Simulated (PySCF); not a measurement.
# Dipole response of Ti¹⁷⁺ (titanium, charge +17)

[He] 2s2 2p1, 2P determinant. All numbers are calculated (PySCF 2.14, the non-relativistic Hamiltonian (point nucleus), in an even-tempered Gaussian basis (18 s from 2.7 bohr⁻², ratio 2.2; 11 p from 3.5 bohr⁻², ratio 2.2; 6 d from 16 bohr⁻², ratio 2.4; 5 f from 24 bohr⁻², ratio 2.4; 5 g from 36 bohr⁻², ratio 2.4)). Coupled (time-dependent) response in atomic units; α is the mean over directions.

| method | mean α (bohr³) | α xx, yy, zz | C₆ (like pair) | S(−4) |
| --- | --- | --- | --- | --- |
| UHF | 0.02811 | 0.03084, 0.02265, 0.03084 | 0.001740 | 0.004702 |
| PBE0 | 0.02713 | 0.02996, 0.02147, 0.02996 | 0.001654 | 0.004260 |

S(−4) is the Cauchy moment in α(ω) = α(0) + S(−4) ω² + …

α(iu) at UHF:

```csv
u (hartree),α(iu) (bohr³)
0,0.02810
0.300,0.02769
0.600,0.02654
1.20,0.02291
1.80,0.01887
2.40,0.01532
3.00,0.01251
4.50,0.008104
6.00,0.005862
9.00,0.003859
15.0,0.002513
```

For an ion, C₆ is the dispersion term alone; charge-induced terms of lower order in 1/R come first.

The components differ because the open shell of this determinant is not spherical; for a pure term their mean is the scalar polarisability.
